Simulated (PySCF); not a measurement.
Job file and geometry (Å, from GFN2-xTB) of an NMR shielding run on `InChI=1S/C5H7BO2Si/c1-2-6-5(9)3-7-4-8-6/h1,3H,4H2,9H3`, GIAO PBE0/pcSseg-1 NMR shielding, non-relativistic, gas phase in PySCF 2.14.0, density-fitted response routines; density fitting, a coarse starting grid and PySCF grid level 2 are the driver's defaults:

```
$ OMP_NUM_THREADS=1 python probes_run.py task.json out

{"job": {"kind": "nmr", "xc": "PBE0", "basis": "pcSseg-1"}, "charge": 0, "multiplicity": 1}
C     -1.235899     3.080897     0.192154
C     -0.545513     2.095997     0.214769
B      0.313434     0.844173     0.250156
O      1.661529     1.000005     0.234870
C      2.469487    -0.125411     0.304605
O      1.977941    -1.264593    -0.351722
C      0.644409    -1.505862    -0.212485
C     -0.266915    -0.602819     0.172659
Si    -2.071999    -1.069555     0.351613
H     -1.837054     3.943907     0.172775
H      3.432999     0.105647    -0.165563
H      2.632405    -0.373557     1.373213
H      0.425370    -2.528488    -0.497629
H     -2.454449    -0.976768     1.764948
H     -2.906387    -0.163426    -0.438526
H     -2.246956    -2.451205    -0.109766
```

**Question.** What does the program print?

**Answer.** 
```
coarse grid: 14656 points
cycle   1  E = -658.7053005884  dE =  1.435e+00  |g| = 7.842e-01  |ddm| = 3.751e+00
cycle   2  E = -658.5870916073  dE =  1.182e-01  |g| = 1.101e+00  |ddm| = 1.315e+00
cycle   3  E = -658.8175188334  dE = -2.304e-01  |g| = 2.023e-01  |ddm| = 8.402e-01
cycle   4  E = -658.8257631713  dE = -8.244e-03  |g| = 8.417e-02  |ddm| = 1.915e-01
cycle   5  E = -658.8272495587  dE = -1.486e-03  |g| = 2.935e-02  |ddm| = 6.862e-02
cycle   6  E = -658.8274465008  dE = -1.969e-04  |g| = 6.706e-03  |ddm| = 2.416e-02
cycle   7  E = -658.8274546258  dE = -8.125e-06  |g| = 2.505e-03  |ddm| = 5.812e-03
final grid: 139200 points
cycle   8  E = -658.9012152376  dE = -2.364e-05  |g| = 1.282e-02  |ddm| = 3.297e-02
cycle   9  E = -658.9011661876  dE =  4.905e-05  |g| = 2.066e-02  |ddm| = 1.988e-02
cycle  10  E = -658.9012443299  dE = -7.814e-05  |g| = 2.053e-03  |ddm| = 1.334e-02
cycle  11  E = -658.9012452781  dE = -9.482e-07  |g| = 6.336e-04  |ddm| = 1.881e-03
cycle  12  E = -658.9012453689  dE = -9.081e-08  |g| = 2.034e-04  |ddm| = 6.188e-04
cycle  13  E = -658.9012453783  dE = -9.370e-09  |g| = 5.794e-05  |ddm| = 1.693e-04
cycle  14  E = -658.9012453791  dE = -7.785e-10  |g| = 2.330e-05  |ddm| = 6.729e-05
converged SCF energy = -658.9012453791

GIAO shielding tensors (ppm)
atom      isotropic    diamagn.    paramagn.     s11        s22        s33       span
  0 C       80.905     261.490    -180.585      6.063     17.203    219.449    213.387
  1 C       94.663     256.884    -162.221     -7.465      0.959    290.496    297.960
  2 B       72.005     192.436    -120.431     38.390     67.531    110.094     71.704
  3 O      154.773     392.025    -237.252    -27.408    190.271    301.458    328.866
  4 C       96.335     239.116    -142.781     79.106     99.083    110.817     31.711
  5 O      157.063     396.349    -239.286     12.533    183.123    275.533    263.000
  6 C       13.704     250.921    -237.217   -105.557     49.313     97.355    202.912
  7 C       79.986     268.031    -188.044    -26.482     74.751    191.690    218.172
  8 Si     422.047     880.615    -458.568    389.027    413.688    463.427     74.401
  9 H       29.158      33.484      -4.325     24.652     25.175     37.648     12.996
 10 H       25.809      26.340      -0.531     21.286     25.828     30.311      9.025
 11 H       25.968      27.705      -1.737     21.269     25.795     30.841      9.572
 12 H       24.377      30.809      -6.432     20.756     24.446     27.928      7.172
 13 H       27.386      28.671      -1.286     24.290     25.479     32.388      8.098
 14 H       27.187      29.318      -2.130     23.773     26.370     31.419      7.646
 15 H       27.737      29.114      -1.377     24.712     26.245     32.254      7.542
```

Size and cost of the density-fitted run: 195 basis functions, 55 s wall time on 1 thread of an Arm Neoverse N1, shared host; peak memory 0.91 GiB.
